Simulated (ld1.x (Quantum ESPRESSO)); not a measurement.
arsenic (As): variants of one TM semilocal potential

Base potential:

```json
{
  "Element": "arsenic",
  "Generator": "ld1.x (Quantum ESPRESSO) 7.5",
  "Type": "norm-conserving Troullier–Martins (semilocal form)",
  "Functional": "LDA (PZ)",
  "Relativity": "scalar-relativistic",
  "Frozen core": "[Ne]",
  "Valence charge": "23",
  "Reference configuration": "3s2 3p6 3d10 4s2 4p1 (charge +2)",
  "Partial waves": "3s (bound): rc 1.00 bohr; 3d (bound): rc 0.60 bohr; 3p (bound): rc 0.85 bohr",
  "Local potential": "the p channel",
  "Core correction": "none"
}
```

Occupied shells without a wave of their own: 4p, 4s. They enter only through the test configuration that unscreens the potential.

Cutoffs, loose and tight: the cutoffs (Ry, on a coarse ladder) from which the occupation-weighted sum of valence levels, in a spherical-Bessel basis at the reference potential, stays within 10 and 1 mRy of its value at 400 Ry. They do not see the model core or the augmentation charge, which bear on the density cutoff. Test errors are all-electron minus pseudo excitation energies from the reference, over the configurations 3s2 3p6 3d10 4s2 4p3; 3s2 3p6 3d10 4s2 4p2; 3s2 3p6 3d10 4s2 4p0; 3s1 3p6 3d10 4s2 4p3; 3s2 3p6 3d10 4s1 4p4; 3s2 3p6 3d10 4s2 4p2.5; 3s2 3p6 3d10 4s2 4p3.3 (two spin-polarised tests are not counted in the largest error). A dash means not determined; rows that change the core or the reference have their own tests.

Cutoffs are not given where the Bessel-basis levels miss the radial ones by over 6 mRy, ghosts where they miss by over 20 mRy; a channel whose overlap is not positive is not tested.

A semilocal file is local in each channel, so a ghost entry of none says nothing of the separable form that plane-wave codes build from it.

```csv
change,outcome,"cutoff, loose","cutoff, tight",bound ghosts,largest test error (meV)
base,"generated, misses its reference levels by 3.55 eV",–,–,not determined,-2884
wave 3p (bound): rc 0.85 bohr becomes 3p (bound): rc 0.56 bohr,"generated, misses its reference levels by 3.55 eV",–,–,not determined,-3068
wave 3p (bound): rc 0.85 bohr becomes 3p (bound): rc 0.62 bohr,"generated, misses its reference levels by 3.55 eV",–,–,not determined,-3062
wave 3p (bound): rc 0.85 bohr becomes 3p (bound): rc 0.72 bohr,"generated, misses its reference levels by 3.55 eV",–,–,not determined,-2997
wave 3p (bound): rc 0.85 bohr becomes 3p (bound): rc 0.80 bohr,"generated, misses its reference levels by 3.55 eV",–,–,not determined,-2922
wave 3p (bound): rc 0.85 bohr becomes 3p (bound): rc 0.92 bohr,"generated, misses its reference levels by 3.55 eV",–,–,not determined,-2846
wave 3p (bound): rc 0.85 bohr becomes 3p (bound): rc 0.98 bohr,"generated, misses its reference levels by 3.55 eV",–,–,not determined,-2872
wave 3p (bound): rc 0.85 bohr becomes 3p (bound): rc 1.08 bohr,"generated, misses its reference levels by 3.55 eV",–,–,none,-3109
wave 3p (bound): rc 0.85 bohr becomes 3p (bound): rc 1.18 bohr,"generated, misses its reference levels by 3.55 eV",over 300 Ry,over 300 Ry,none,-3542
wave 3p (bound): rc 0.85 bohr becomes 3p (bound): rc 1.26 bohr,"generated, misses its reference levels by 3.55 eV",–,–,none,-4295
```
